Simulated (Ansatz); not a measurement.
Geometry optimisation, RKS PBE0/def2-SVP (Ansatz).

Input file:

```yaml
crystal:
  periodic: [false, false, false]
  atoms:
    - { symbol: "N", position_ang: [-2.1895, -0.8702, 0.7092] }
    - { symbol: B, position_ang: [-1.7288, 0.542, 0.2686] }
    - { symbol: "N", position_ang: [-0.3273, 0.7408, -0.2028] }
    - { symbol: C, position_ang: [0.6364, -0.2063, -0.2587] }
    - { symbol: Si, position_ang: [2.279, 0.1301, -0.8433] }
    - { symbol: Cl, position_ang: [3.1705, 1.5375, 0.4649] }
    - { symbol: H, position_ang: [-3.2193, -0.7121, 0.9512] }
    - { symbol: H, position_ang: [-1.698, -1.0603, 1.5719] }
    - { symbol: H, position_ang: [-2.4559, 1.4878, 0.3099] }
    - { symbol: H, position_ang: [0.3063, -1.2362, 0.0383] }
    - { symbol: H, position_ang: [3.0491, -1.1075, -0.8049] }
    - { symbol: H, position_ang: [2.2545, 0.6992, -2.1702] }
basis:
  gaussian: { orbitals: def2-SVP }
hamiltonian:
  xc: pbe0
relax:
  f_tol: 0.02
  max_steps: 50
```

Run as:

```bash
$ ansatz run input.yaml --threads 2 --pin off --max-ram 3072MiB --backend cpu --events-out ev --progress --plain --runs-dir out
```

**Question.** Where does it end, and by what steps?

**Answer.** The run converged. After 18 steps the energy has fallen by 1.758 eV; H10 moved furthest, 1.61 Å.

```csv
step,energy less start (eV),largest force component (eV/Å),accepted
0,0.0000,6.596,yes
1,-0.7778,2.538,yes
2,-1.0489,2.642,yes
3,-1.3559,1.548,yes
4,-1.4970,0.730,yes
5,-1.5952,0.562,yes
6,-1.6518,0.589,yes
7,-1.6820,0.719,yes
8,-1.7002,0.781,yes
9,-1.7251,0.245,yes
10,-1.7332,0.207,yes
11,-1.7410,0.281,yes
12,-1.7463,0.259,yes
13,-1.7509,0.198,yes
14,-1.7560,0.096,yes
15,-1.7570,0.067,yes
16,-1.7576,0.033,yes
17,-1.7575,0.055,no
18,-1.7578,0.017,yes
```

```xyz
12
Properties=species:S:1:pos:R:3
N -2.238 -0.430 1.394
B -1.697 0.315 0.333
N -0.357 0.193 -0.080
C 0.506 -0.325 -0.827
Si 2.335 0.188 -0.783
Cl 2.644 1.509 0.769
H -3.164 -0.253 1.754
H -1.715 -1.122 1.915
H -2.371 1.160 -0.217
H 0.234 -1.117 -1.567
H 3.192 -1.018 -0.587
H 2.709 0.845 -2.069
```

Whether the end is a true minimum wasn't checked by a vibrational analysis.

Run time: 61 s on 2 threads of Intel(R) Xeon(R) Platinum 8488C (Sapphire Rapids) (shared host), peak memory 0.32 GiB.
